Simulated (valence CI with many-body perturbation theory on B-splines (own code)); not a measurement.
Yb³⁸⁺: magnetic and hyperfine properties of the levels

Calculated by valence CI with perturbative core correlation (CI+MBPT): four valence electrons over a frozen Dirac-Fock core [Ar] 3d10, radial functions for each j: 11 s, 11 p, 10 d, 8 f, 5 g, 2 h, with the one-electron correlation potential Σ1 (screened to all orders), the two-electron term Σ2, the three-electron term Σ3, Breit, model QED; selected single and double excitations, second order for the rest, scaled by the run's own slope (own B-spline code, finite nucleus).

No measured spectrum was set against this ion. As an estimate, large intervals hold to a few tenths of a per cent, small ones and those within an open d or f shell to about a per cent. Among the levels kept, up to 410 cm⁻¹ of a level comes from second order outside the variational space, and about a tenth of that is noise between levels of different J, which matters for small intervals.

A/g_I is the dipole constant over the nuclear g factor μ/I (μ in nuclear magnetons, uniformly magnetised nucleus), B/Q the quadrupole constant per barn. Both hold the static response of the core; the bare values leave it out. Large factors of s and p1/2 electrons are usually good to 5 to 10 %; those of open d and f shells near neutrality can be off by tens of per cent, and small factors of p3/2, d and f electrons come from cancelling terms and can be off by a factor of two or in sign, in half-filled shells by more. B is blank for J = 1/2, where it vanishes, and for nearly pure S terms. Energies count from the lowest level. Levels with J = 0 are left out.

Levels are named by their leading jj configuration (3d3/2^4 stands for four electrons in 3d with j = 3/2), which in mixed levels can hold well under half, so a name can repeat and another be missing. Letters in brackets count levels of one name in rising energy.

| Level | E (cm⁻¹) | g | A/g_I (MHz) | A/g_I bare | B/Q (MHz/b) | B/Q bare |
| --- | --- | --- | --- | --- | --- | --- |
| (4s^2 4p1/2 4p3/2) J=1 | 540290 | 1.497 | -34900 | -34200 | 45800 | 44200 |
| (4s^2 4p1/2 4p3/2) J=2 | 572060 | 1.182 | 127000 | 123000 | 78500 | 75800 |
| (4s^2 4p3/2^2) J=2 | 1136300 | 1.310 | 47500 | 45600 | 13000 | 12500 |
| (4s 4p1/2^2 4p3/2) J=2 | 1234300 | 1.588 | 318000 | 307000 | 78800 | 76100 |
| (4s 4p1/2^2 4p3/2) J=1 | 1343200 | 1.040 | -218000 | -211000 | 62800 | 60700 |
| (4s^2 4p1/2 4d3/2) J=2 | 1660900 | 0.774 | 104000 | 101000 | 14000 | 13800 |
| (4s 4p1/2 4p3/2^2) J=2 [a] | 1724600 | 1.531 | 189000 | 182000 | 22400 | 21700 |
| (4s 4p1/2 4p3/2^2) J=3 | 1782300 | 1.281 | 221000 | 213000 | -12500 | -11900 |
| (4s^2 4p1/2 4d3/2) J=1 | 1791100 | 0.918 | -91000 | -87200 | 723 | 845 |
| (4s^2 4p1/2 4d5/2) J=2 | 1883100 | 1.219 | -31300 | -29700 | 21700 | 21100 |
| (4s^2 4p1/2 4d5/2) J=3 | 1892500 | 1.156 | 129000 | 125000 | 29900 | 29200 |
| (4s 4p1/2 4p3/2^2) J=1 [a] | 1917600 | 1.258 | 450000 | 435000 | -65800 | -63500 |
| (4s 4p1/2 4p3/2^2) J=2 [b] | 1944900 | 1.144 | 30100 | 29200 | -9720 | -9460 |
| (4s 4p1/2 4p3/2^2) J=1 [b] | 1953500 | 1.338 | -6890 | -6520 | 37200 | 35900 |
| (4s^2 4p3/2 4d3/2) J=2 | 2321000 | 1.093 | 38900 | 37800 | -4650 | -4500 |
| (4s^2 4p3/2 4d3/2) J=1 | 2326800 | 1.137 | 26000 | 25300 | -37700 | -36500 |
| (4s^2 4p3/2 4d5/2) J=2 | 2340600 | 1.290 | 142000 | 137000 | -73700 | -71100 |
| (4s^2 4p3/2 4d3/2) J=3 | 2341200 | 1.133 | 37700 | 36700 | 79700 | 77200 |
| (4s 4p1/2^2 4d3/2) J=1 | 2365900 | 0.398 | -253000 | -243000 | 7550 | 7430 |
| (4s^2 4p3/2 4d5/2) J=4 | 2370100 | 1.247 | 23100 | 22600 | 111000 | 108000 |
| (4s 4p1/2^2 4d3/2) J=2 | 2387100 | 1.174 | 269000 | 260000 | 13500 | 13300 |
| (4s^2 4p3/2 4d5/2) J=1 | 2501300 | 1.218 | -86000 | -82200 | -4490 | -4310 |
| (4s^2 4p3/2 4d5/2) J=3 | 2510500 | 1.164 | 25900 | 25300 | 17000 | 16700 |
| (4s 4p3/2^3) J=2 | 2520300 | 1.331 | 188000 | 182000 | -77800 | -75100 |
| (4s 4p1/2^2 4d5/2) J=3 | 2530700 | 1.367 | 191000 | 186000 | 14700 | 14400 |
| (4s 4p1/2^2 4d5/2) J=2 | 2551900 | 1.176 | -80300 | -76800 | -11900 | -11400 |
| (4s 4p3/2^3) J=1 | 2601400 | 1.066 | -142000 | -137000 | -13500 | -12900 |
| (4p1/2^2 4p3/2^2) J=2 | 2676200 | 1.114 | -19800 | -18700 | 35000 | 34000 |
| (4s 4p1/2 4p3/2 4d3/2) J=1 [a] | 2850500 | 1.191 | 143000 | 138000 | -44600 | -43100 |
| (4s 4p1/2 4p3/2 4d3/2) J=2 [a] | 2854900 | 1.119 | 111000 | 107000 | -28000 | -27100 |
| (4s 4p1/2 4p3/2 4d3/2) J=3 [a] | 2869300 | 1.156 | 160000 | 155000 | 15900 | 15400 |
| (4s 4p1/2 4p3/2 4d3/2) J=4 | 2916700 | 1.203 | 198000 | 191000 | 57000 | 55200 |
| (4s 4p1/2 4p3/2 4d5/2) J=4 [a] | 2961500 | 1.400 | 124000 | 120000 | 111000 | 107000 |
| (4s 4p1/2 4p3/2 4d3/2) J=2 [b] | 2971400 | 0.893 | 104000 | 101000 | -49200 | -47400 |

**Question.** Take the isotope of mass number 171, with I = 1/2, μ = 0.4923 μN. What is the hyperfine structure of (4s 4p1/2^2 4p3/2) J=2?

**Answer.** From the table A = 313000 MHz. Shifts from the centre of gravity in MHz: F = 3/2: -470000, F = 5/2: 313000.
